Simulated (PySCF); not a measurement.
Mapped SMILES: `[CH3:1][SiH:2]([SiH3:3])[SiH3:4]` (H(Xn): hydrogen on atom n).

In vacuum, one conformer, equivalent nuclei averaged, non-relativistic Hamiltonian. PBE0-D3(BJ)/def2-SVP geometry; NMR shieldings at PBE0/pcSseg-1/GIAO; PySCF 2.14.

Referencing at the same level of theory: $^{13}$C and $^{1}$H and $^{29}$Si against TMS.

```csv
atoms,nucleus,count,Hirshfeld charge,δ (ppm)
Si3/Si4,$^{29}$Si,2,0.20,?
H(Si3)/H(Si4),$^{1}$H,6,-0.07,?
H(Si2),$^{1}$H,1,-0.08,3.92
Si2,$^{29}$Si,1,0.19,-79.6
H(C1),$^{1}$H,3,0.04,0.37
C1,$^{13}$C,1,-0.20,-8.3
```

Estimate the values marked ?.

## Answers


- H(Si3)/H(Si4): 3.56 ppm, hydrogen on a silicon bonded to Si
- Si3/Si4: -102.9 ppm, silicon bonded to Si, 3 H

Shifts are as computed. Against solution values, carbons near 30 ppm lie about +2 ppm off and those near 130 ppm about +5 ppm. Of 1309 compounds with measured shifts, 239 miss one by over three times the rms of a fit or turn the order of signals round; such compounds aren't used in these exercises.
